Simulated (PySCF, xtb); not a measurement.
SnF, SMILES [F][Sn+] (connectivity only; charge and spin as stated), charge +1, multiplicity 1.

Harmonic wavenumbers (cm⁻¹) from GFN2-xTB (xtb) at its own minimum, in rising order: 426.

**Question.** What does PBE0-D3(BJ)/def2-TZVP (PySCF) give at its own minimum? (An estimate is asked for; the answer gives what the named calculation found.)

**Answer.** 694. Paired by order, the mean absolute difference is 268 cm⁻¹ and the zero-point energies are 0.6 and 1.0 kcal/mol.
